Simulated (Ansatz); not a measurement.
System: C3H8BO, net charge 0, doublet state. It need not be the lowest isomer of its formula. SMILES: [CH2]B(C)OC
Structure (B3LYP-D3(BJ)/def2-TZVP (Ansatz, a quantum-chemistry and plane-wave program) minimum search):
```
B
O 1 1.3709
C 2 1.4183 1 122.54
H 3 1.0889 2 107.70 1 -180.00
H 3 1.0929 4 108.98 2 120.80
H 3 1.0929 4 108.98 5 118.40
C 1 1.5351 2 114.97 3 -180.00
H 7 1.0844 1 123.05 2 -180.00
H 7 1.0852 8 114.88 1 -180.00
C 1 1.5787 2 121.66 3 0.00
H 10 1.0902 1 112.72 2 -180.00
H 10 1.0955 11 107.61 1 123.21
H 10 1.0955 11 107.61 12 113.58
```
Charge 0, spin multiplicity 2.

Parts of the frozen-core correlation energy in 6-31G (Ansatz, hartree). Frozen orbitals: 5; correlated occupied orbitals by spin: 15 and 14; virtual: 41 and 42. UHF or UKS for open shells. No spin-orbit coupling. No relativistic terms.

| term | value |
|---|---|
| reference (HF) | -217.73773 |
| MP2 opposite-spin | -0.32740 |
| MP2 same-spin | -0.09341 |
| CCSD correlation | -0.47137 |
| (T) | -0.01058 |
| T1 diagnostic | 0.014 |
| largest doubles amplitude | 0.021 |
| <S^2> of the reference | 0.759 |
